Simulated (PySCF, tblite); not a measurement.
Compound: C2H9BSi.
Cartesian coordinates in Å at the PBE0-D3(BJ)/def2-SVP level; atoms count from 1:
```
atom  x, y, z in Å
C1    -1.8766    0.2178    0.4721
B2    -0.8172   -0.3304   -0.5403
C3     0.5503   -0.9239   -0.1125
Si4    1.8000    0.5001   -0.0800
H5    -2.1538    1.2560    0.2187
H6    -2.8108   -0.3591    0.3400
H7    -1.5866    0.1717    1.5323
H8    -1.0611   -0.2389   -1.7287
H9     0.5563   -1.3443    0.9074
H10    0.9654   -1.6527   -0.8278
H11    1.3801    1.5487    0.8997
H12    3.1437   -0.0149    0.3261
H13    1.9226    1.1358   -1.4269
```

Jobs on this species (13 atoms, 40 electrons) with PySCF (density fitting) and tblite. Hardware of each: one thread, Intel Xeon at 2.50 GHz (x86_64), no GPU, shared host. Times come from a shared host and carry two figures at best.

```tsv
level and settings	work	basis functions	SCF cycles	wall time
GFN2-xTB	L-BFGS relaxation	–	–	?
PBE0/def2-SVPD, IEF-PCM dichloromethane	6 singlets by full TDDFT, polarisability	156	12	32 s
PBE0-D3(BJ)/def2-SVP, grid level 1	geometry optimisation from a GFN2-xTB start shaken at random	105	42	59 s
PBE0/pcSseg-1, IEF-PCM water	shieldings	120	12	21 s
PBE0/pcSseg-1	shieldings, charges and field gradients, density and orbital grids written	120	12	33 s
PBE0/def2-SVPD	10 singlets by full TDDFT, 4 Tamm–Dancoff triplets, polarisability, ΔSCF ions, density and orbital grids written	156	12	4.4 min
WP04/pcSseg-2	shieldings	277	14	86 s
delta-SCF UKS SCAN, pcX-2 on the ionised atom, pcseg-1 elsewhere, spin-free X2C	ΔSCF core ionisation, 5 holes	147	72	67 s
GFN2-xTB	Hessian by finite differences	–	–	0.56 s
```

**Question.** Fill in the missing figures.

**Answer.** 
- GFN2-xTB; L-BFGS relaxation: 1.1 s

**Question.** What do all jobs in the table cost together?

**Answer.** About 9.4 min; the longest takes about 47 % of that, and about 470 times as long as the shortest.
